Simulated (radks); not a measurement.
Results of a calculation; reference values are marked as such.
Task: Pb26+, 56 electrons, occupied as [Kr] 4d10 4f9 6s1 (not the ground configuration). Code: a radial shooting solver on a logarithmic mesh with Libxc functionals. Model: Dirac Kohn-Sham, PBE, spin-unpolarised, spherical densities, finite nucleus; open shells fill j = l - 1/2 first; Fermi nuclear charge, rms radius 5.5012 fm. Some entries of the table are withheld. Estimate them.

orbital,occ.,eigenvalue (hartree),<r^2> (bohr^2),<1/r> (bohr^-1)
1s1/2,2,-3260.918,0.0003576,101.2
2s1/2,2,-607.2562,0.005365,25.04
2p1/2,2,-584.6302,(1),25.01
2p3/2,4,-504.1514,(2),19.97
3s1/2,2,-168.1141,0.03465,(3)
3p1/2,2,-157.8671,0.03146,(4)
3p3/2,4,-139.8421,0.03772,(5)
3d3/2,4,-122.9391,0.02875,7.695
3d5/2,6,-119.0997,0.03044,7.402
4s1/2,2,-59.30129,0.1589,4.011
4p1/2,2,-54.82569,0.1596,3.914
4p3/2,4,-50.09989,0.1859,3.470
4d3/2,4,-42.78088,0.1860,3.306
4d5/2,6,-41.85642,0.1942,3.208
4f5/2,6,-32.46032,0.1829,2.964
4f7/2,3,-32.22522,0.1864,2.929
6s1/2,1,-17.05812,1.550,1.211

Result: 
(1) 2p1/2 <r^2> (bohr^2): 0.003774
(2) 2p3/2 <r^2> (bohr^2): 0.004955
(3) 3s1/2 <1/r> (bohr^-1): 9.202
(4) 3p1/2 <1/r> (bohr^-1): 9.116
(5) 3p3/2 <1/r> (bohr^-1): 7.799
